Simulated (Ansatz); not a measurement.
`SB[SiH2][SbH2]` and `C[SiH2]BS` differ in one atom or group.

Ansatz, PBE0-D4/def2-TZVP geometries, multiplicity 1. Each molecule was computed in one conformer, which needn't be the lowest.

Elements past krypton have def2 core potentials.  Spin–orbit coupling is left out; it splits and shifts lone-pair levels of the heavy atoms by tenths of an eV.

```
                                      property  `SB[SiH2][SbH2]`
         HOMO energy (ωB97M-V/def2-TZVPP) / eV             -8.85
size of the dipole moment (PBE/def2-TZVPP) / D              0.78
           HOMO energy (B3LYP/def2-TZVPP) / eV             -6.76
           HOMO–LUMO gap (PBE/def2-TZVPP) / eV              3.37
           LUMO energy (B3LYP/def2-TZVPP) / eV             -1.99
          HOMO–LUMO gap (PBE0/def2-TZVPP) / eV              5.09
```

(1) What does the change do to each property? (An estimate is asked.)

Results:

(1) The calculation gave: 
```
                                      property  `C[SiH2]BS`  shift
         HOMO energy (ωB97M-V/def2-TZVPP) / eV       -10.03  -1.18
size of the dipole moment (PBE/def2-TZVPP) / D         0.80   0.02
           HOMO energy (B3LYP/def2-TZVPP) / eV        -7.71  -0.95
           HOMO–LUMO gap (PBE/def2-TZVPP) / eV         4.09   0.72
           LUMO energy (B3LYP/def2-TZVPP) / eV        -1.86   0.13
          HOMO–LUMO gap (PBE0/def2-TZVPP) / eV         6.20   1.11
```

With PBE0 the HOMO falls by 0.95 eV and the LUMO rises by 0.15 eV, so the gap widens by about 1.10 eV. PBE moves the HOMO by -0.66 eV and ωB97M-V by -1.18 eV. The zero-point energy changes by 60.3 kJ/mol with +3 modes. Dipoles are sizes alone; their direction can turn.

Positive LUMOs are unbound, so they and the gaps depend on the basis.

B3LYP here is the variant with VWN-RPA as its local correlation; programs differ in this.
